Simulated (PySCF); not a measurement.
Molecular orbitals of ZnB

BP86 at R = 2.228 Å; PySCF, spin-free X2C with a Gaussian nucleus, basis sets Zn x2c-TZVPPall, B x2c-TZVPPall. State: ²Π (doublet), unpaired electrons π ↑. Only the outer orbitals are listed, counted within each symmetry.

| spin | orbital | occ. | ε (eV) | on Zn (%) | main shells (%) |
| --- | --- | --- | --- | --- | --- |
| α | 7σ | 1 | -11.70 | 83 | 79 Zn d, 15 B s |
| α | 3π | 1 | -11.31 | 100 | 100 Zn d |
| α | 3π | 1 | -11.27 | 100 | 100 Zn d |
| α | 1δ | 1 | -11.23 | 100 | 100 Zn d |
| α | 1δ | 1 | -11.22 | 100 | 100 Zn d |
| α | 8σ | 1 | -9.99 | 40 | 59 B s, 20 Zn d, 16 Zn s |
| α | 9σ | 1 | -6.32 | 63 | 63 Zn s, 21 B s, 16 B p |
| α | 4π | 1 | -4.16 | 12 | 88 B p, 11 Zn p |
| α | 4π | 0 | -3.71 | 15 | 85 B p, 14 Zn p |
| α | 10σ | 0 | -3.37 | 47 | 56 B p, 25 Zn s, 21 Zn p |
| α | 5π | 0 | -0.42 | 85 | 83 Zn p, 13 B p |
| β | 7σ | 1 | -11.60 | 91 | 88 Zn d |
| β | 3π | 1 | -11.31 | 100 | 100 Zn d |
| β | 3π | 1 | -11.23 | 100 | 100 Zn d |
| β | 1δ | 1 | -11.21 | 100 | 100 Zn d |
| β | 1δ | 1 | -11.21 | 100 | 100 Zn d |
| β | 8σ | 1 | -9.41 | 39 | 59 B s, 24 Zn s, 11 Zn d |
| β | 9σ | 1 | -6.05 | 60 | 59 Zn s, 27 B s, 12 B p |
| β | 4π | 0 | -3.47 | 17 | 83 B p, 16 Zn p |
| β | 10σ | 0 | -3.22 | 44 | 59 B p, 22 Zn s, 21 Zn p |
| β | 4π | 0 | -2.62 | 25 | 74 B p, 25 Zn p |

Task: Which are the highest filled and the lowest empty level, where do they sit, and how wide is the gap?

Result: Highest filled α 4π at -4.16 eV (in %: 88 B p, 11 Zn p); lowest empty α 4π at -3.71 eV (in %: 85 B p, 14 Zn p); the gap at BP86 is 0.45 eV. Both belong to one degenerate shell, split only by its one-sided filling, so this is no excitation gap.

```json
{
  "bond order (Mayer)": "0.91",
  "⟨S²⟩": "0.755",
  "charge on Zn (Mulliken, basis-dependent)": "0.14",
  "charge on Zn (Löwdin, basis-dependent)": "0.31",
  "dipole moment (positive dipole means Zn(−)B(+))": "-1.70 D"
}
```

The state is the lowest determinant that a PBE0 search found; another state may lie lower at other levels.
